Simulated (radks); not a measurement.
The numbers below are computed, except where a source is named.
Q: Species: Tl3+. Configuration: [Kr] 4d10 4f14 5s1 5p6 5d10 6p1 (not the ground configuration). Code: a radial shooting solver on a logarithmic mesh with Libxc functionals. Model: scalar-relativistic Kohn-Sham, exchange-only B88, spin-polarised, spherical densities, finite nucleus; open shells are filled with parallel spins first (spin-orbit coupling, left out, can overturn this in heavy ions); Fermi nuclear charge, rms radius 5.4759 fm. Some entries of the table are withheld. Estimate them.

| orbital | occ. | eigenvalue (hartree) | <r^2> (bohr^2) |
|---|---|---|---|
| 1s up | 1 | -3146.812 | 0.0003690 |
| 1s down | 1 | -3146.803 | 0.0003690 |
| 2s up | 1 | -561.5185 | 0.005606 |
| 2s down | 1 | -561.5129 | 0.005606 |
| 2p up | 3 | -483.3652 | 0.004754 |
| 2p down | 3 | -483.3595 | 0.004754 |
| 3s up | 1 | -135.1148 | 0.03608 |
| 3s down | 1 | -135.1090 | 0.03608 |
| 3p up | 3 | -112.6089 | 0.03727 |
| 3p down | 3 | -112.6030 | 0.03727 |
| 3d up | 5 | -89.23539 | 0.03087 |
| 3d down | 5 | -89.22958 | 0.03087 |
| 4s up | 1 | -31.25666 | 0.1731 |
| 4s down | 1 | -31.24627 | 0.1730 |
| 4p up | 3 | -23.87529 | 0.1981 |
| 4p down | 3 | -23.86376 | 0.1980 |
| 4d up | 5 | -15.20813 | 0.2231 |
| 4d down | 5 | -15.19393 | 0.2228 |
| 5s up | 1 | -6.18406 | 0.8488 |
| 5s down | 0 | -6.13503 | 0.8511 |
| 4f up | 7 | -5.61434 | 0.2613 |
| 4f down | 7 | -5.59630 | 0.2604 |
| 5p up | 3 | -4.13594 | 1.111 |
| 5p down | 3 | -4.09292 | 1.116 |
| 5d up | 5 | (1) | 1.936 |
| 5d down | 5 | (2) | 1.930 |
| 6p up | 1 | -0.97929 | 7.570 |
| 6p down | 0 | -0.92149 | 7.565 |

A: 
(1) 5d up eigenvalue (hartree): -1.82114
(2) 5d down eigenvalue (hartree): -1.78737
